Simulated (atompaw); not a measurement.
# What one change does to a pseudopotential (Si, PAW (atompaw))

atompaw 4.2.0.5 input, output lines left out:

```
Si 14
GGA-PBESOL loggrid 1500 logderivrange -3 5 201
3 3 0 0 0 0
3 1 1
0 0 0
c
c
v
c
v
2
2.40 1.95 1.95 2.10
y
-0.95
n
y
-0.55
n
y
0.2
y
1.35
n
custom polynom2 7 10 vanderbiltortho sinc
3 0 troulliermartins
1.70
1.70
2.40
2.40
2.40
2.40
```

Change: all radii scaled by about 1.11 (s 1.90, p 2.66, d 2.66 bohr); local potential troulliermartins scheme with l = 3 at 0 Ry, radius 2.16 bohr; augmentation sinc compensation charge, radius 2.16 bohr; PAW radius 2.66 bohr; waves and projectors: custom polynom2 7 10 vanderbiltortho; core correction smooth core density matched at 2.34 bohr.

Cutoffs: the cutoffs (Ry, on a coarse ladder) from which the occupation-weighted sum of valence levels, in a spherical-Bessel basis at the reference potential, stays within 10 and 1 mRy of its value at 400 Ry; they do not see the model core or the augmentation charge, which bear on the density cutoff.

What does the change do?

The potential gets harder (18 Ry and 18 Ry → 21 Ry and 21 Ry); both files keep a bound ghost (s).

| quantity | base | changed |
| --- | --- | --- |
| cutoff, loose | 18 Ry | 21 Ry |
| cutoff, tight | 18 Ry | 21 Ry |
| loose cutoff by channel (10 mRy a level) | s 15 Ry, p 6 Ry | s 6 Ry, p 10 Ry |
| bound ghosts | s | s |
| lowest overlap eigenvalue by channel | s 0.07, p 0.94, d 0.93 | s 0.02, p 0.88, d 0.90 |

 A true bound ghost makes a file unfit for plane-wave use even where its test errors are small: the radial tests pick states by their node count and pass the ghost by. The cutoffs see the waves, projectors and local potential, not the compensation charge or the core.
